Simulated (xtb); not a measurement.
C2Cl3 (SMILES Cl[C]=C(Cl)Cl), doublet, geometry from GFN2-xTB. Base run: GFN2-xTB run with xtb.

Geometry (Å):
```xyz
5

C     -0.0128     0.2046     1.0247
C      0.0017     0.3234    -0.2638
Cl    -0.0214    -0.9401     2.1844
Cl     0.0206    -1.0735    -1.3726
Cl     0.0047     1.8273    -1.0804
```
Charge 0, spin multiplicity 2.
All else is at xtb's defaults.
Base energy -17.82047 Eh.

Variants of this job, named by their change:

| change | ΔE vs base (kJ/mol) | dipole (D) | G_solv (kcal/mol) | SCF cycles |
|---|---|---|---|---|
| base | 0.00 | 1.57 | - | 15 |
| etemp = 1000 | -0.11 | 1.55 | - | 15 |
| alpb = water | -2.21 | 1.88 | -0.71 | 14 |
| acc = 0.0001 | 0.00 | 1.57 | - | 23 |
| gbsa = chcl3 | -21.42 | 1.85 | -5.25 | 14 |
| etemp = 5000 | -28.8 | 0.96 | - | 15 |
| alpb = toluene | -16.76 | 1.72 | -4.05 | 14 |

ALPB and GBSA are two models with their own fitted parameters for each solvent, which aren't always the measured dielectric constant.
